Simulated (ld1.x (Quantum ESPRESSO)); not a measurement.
**Configuration tests for Cd (PAW)**

| Quantity | Value |
| --- | --- |
| Element | cadmium (Cd) |
| Generator | ld1.x (Quantum ESPRESSO) 7.5 |
| Type | PAW |
| Functional | PBE |
| Relativity | fully relativistic |
| Frozen core | [Kr] |
| Valence charge | 12 |
| Reference configuration | 4d10 5s2 5p0 |
| Partial waves | 5s (bound): rcut 2.40, rcutus 2.65 bohr; 5s channel at 0.05 Ry: rcut 2.40, rcutus 2.65 bohr; 5p (bound, empty): rcut 2.45, rcutus 3.05 bohr; 5p channel at 0.6 Ry: rcut 2.45, rcutus 3.05 bohr; 4d (bound): rcut 1.90, rcutus 2.20 bohr; 4d channel at -0.35 Ry: rcut 1.90, rcutus 2.20 bohr |
| Local potential | all-electron potential smoothed inside 2.90 bohr (lloc = -1) |
| Core correction | Bessel-smoothed model core inside 1.40 bohr |
| Augmentation charge | BESSEL, radius 2.15 bohr |

Open shells are filled in proportion to 2j + 1 (rel_dist='average').

Energies are relative to the spin-unpolarised reference configuration 4d10 5s2 5p0; without spin polarisation the order of configurations can differ from experiment. Not all tests gave a result: 1 of 7 tests not solved or not reliable. Left out of the table: 4d9 5s0 5p0 (solver errors, printed error -730 eV). The frozen-core shift is the all-electron ΔE with the core orbitals held at their reference shape minus the fully relaxed ΔE.

```json
{"valence configuration": "4d10 5s1 5p0", "charge": "+1", "ΔE all-electron (eV)": "9.273", "error AE − PS (meV)": "-1.6", "frozen-core shift (meV)": "+0.8"}
{"valence configuration": "4d10 5s0 5p0", "charge": "+2", "ΔE all-electron (eV)": "26.401", "error AE − PS (meV)": "-7.2", "frozen-core shift (meV)": "+4.7"}
{"valence configuration": "4d9 5s2 5p0", "charge": "+1", "ΔE all-electron (eV)": "17.975", "error AE − PS (meV)": "-64", "frozen-core shift (meV)": "+68"}
{"valence configuration": "4d8 5s0 5p0", "charge": "+4", "ΔE all-electron (eV)": "118.464", "error AE − PS (meV)": "-621", "frozen-core shift (meV)": "n/a"}
{"valence configuration": "4d10 5s0 5p2", "charge": "0", "ΔE all-electron (eV)": "9.655", "error AE − PS (meV)": "-1.9", "frozen-core shift (meV)": "+1.4"}
{"valence configuration": "4d10 5s1 5p1", "charge": "0", "ΔE all-electron (eV)": "4.659", "error AE − PS (meV)": "-0.5", "frozen-core shift (meV)": "+0.3"}
```

The ghost test of this file was not conclusive.
